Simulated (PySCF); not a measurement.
Molecule: C2H9OSi2, charge -1, multiplicity 1. It need not be the lowest isomer of its formula. Whether it binds its extra electron was not tested at this geometry. SMILES: C[Si](C)([O-])[SiH3]
Geometry: optimised at B3LYP-D3(BJ)/def2-TZVP (Ansatz).

Dispersion corrections to the total energy (kcal/mol) from the dftd3 and dftd4 libraries through PySCF: D3(BJ) without and D4 with the three-body term, each with the damping fitted for the functional named.

```csv
functional,D3(BJ),D4
HF,-53.42,-27.37
PW6B95,-4.39,[?]
revPBE,-17.94,[?]
BLYP,-16.25,[?]
TPSS,-9.70,-11.38
HSE06,-5.53,-6.82
B3LYP,-13.43,-13.54
```

Problem. Complete the blanks.

Solution. 
- PW6B95, D4: -6.94
- revPBE, D4: -23.84
- BLYP, D4: -18.08
